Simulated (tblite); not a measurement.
Compound: C5H7ClFO (doublet state).
Z-matrix (Å and degrees, GFN2-xTB geometry), rows numbered from 1:
```
F 
C   1  1.3471
C   2  1.4719  1  117.03
C   3  1.5468  2  112.76  1    78.19
O   4  1.4132  3  107.62  2    68.41
C   5  1.3477  4  118.02  3   179.30
C   6  1.3280  5  127.67  4     0.52
Cl  7  1.7238  6  120.52  5  -179.45
H   2  1.0746  1  113.28  3   156.17
H   3  1.0920  2  109.70  1   -41.64
H   3  1.0899  2  109.08  1  -161.96
H   4  1.0982  3  109.63  2  -172.00
H   4  1.0975  3  110.12  2   -51.95
H   6  1.0809  5  110.69  4  -179.33
H   7  1.0758  6  125.75  5     0.49
```

Calculated harmonic vibrations of the isolated species, GFN2-xTB (tblite), most abundant isotopes, no scaling. Errors from tens to a few hundred cm⁻¹ against measured bands are possible. One conformer, not necessarily the lowest. Open shells enter through the occupations alone, without spin polarisation, and single modes of such species can be off by tens of per cent.

Harmonic wavenumbers (cm⁻¹): 31.3, 53.4, 84.8, 139.7, 168.4, 227.5, 287.2, 310.3, 343.7, 437.4, 500.0, 591.1, 658.7, 842.8, 846.9, 923.9, 954.6, 1002.8, 1024.1, 1085.6, 1153.8, 1166.4, 1171.8, 1193.0, 1216.5, 1260.4, 1273.8, 1301.8, 1325.6, 1425.7, 1470.3, 1682.4, 2883.9, 2910.4, 2978.5, 3007.3, 3081.8, 3113.7, 3128.6.

A = 5431, B = 513.7, C = 500.3 MHz; mass 137.017 u (most abundant isotopes); point group C1, symmetry number 1; spin multiplicity 2.

**Question.** What is the zero-point energy?

**Answer.** Half the sum of the wavenumbers: 23630 cm⁻¹ = 67.56 kcal/mol.

**Question.** Entropy at 200 K, 1 bar (ideal gas, RRHO, classical rotation)?

**Answer.** Translation 38.70, rotation 28.63, vibration 20.14, spin (R ln 2) 1.38: S = 88.8 cal/(mol K).

**Question.** And Cp and H(200 K) − H(0)?

**Answer.** Cp = 26.53 cal/(mol K), of which vibrations give 18.58 (their classical limit is 39 R = 77.5); H(200 K) − H(0) = 3.63 kcal/mol without the zero-point energy, 2.04 from vibrations.

**Question.** Which modes carry the vibrational entropy at 200 K?

**Answer.** 31.3 cm⁻¹: 4.95; 53.4 cm⁻¹: 3.90; 84.8 cm⁻¹: 3.00; 139.7 cm⁻¹: 2.06; 168.4 cm⁻¹: 1.72; 227.5 cm⁻¹: 1.22 cal/(mol K); the other 33 give 3.29 together.

**Question.** How do the functions run with temperature in this model?

**Answer.** 
```tsv
T (K)	S (cal/(mol K))	Cp (cal/(mol K))	H − H(0) (kcal/mol)	G − H(0) (kcal/mol)	ln q(vib)
100	73.4	18.8	1.35	-5.98	2.30
300	101.0	34.1	6.66	-23.65	7.47
500	121.9	48.0	14.95	-46.00	12.05
800	147.6	61.1	31.52	-86.57	18.33
1000	161.9	66.6	44.31	-117.55	22.14
```

q(vib) and H(0) count from the zero-point level.

**Question.** Blend soft modes into free rotors: weight 1/[1 + (100 cm⁻¹/ν̃)⁴] for the oscillator and the rest for a rotor with moment μB/(μ + B), μ = h/(8π²ν), B = 10⁻⁴⁴ kg m². What vibrational entropy results?

**Answer.** 17.88 cal/(mol K) in place of 20.14, which changes −T·S at 200 K by +0.45 kcal/mol.

Hindered rotation and anharmonicity are outside this model. Other conformers, if any are populated, would add a mixing term that is left out. The structure is chiral; the term R ln 2 for an equal mix with its mirror image is left out.

Hardware: Arm Neoverse V1, one thread, shared host with 64 logical CPUs at a one-minute load of 48. Cost: 0.47 s wall. The figure is for the frequency step alone.
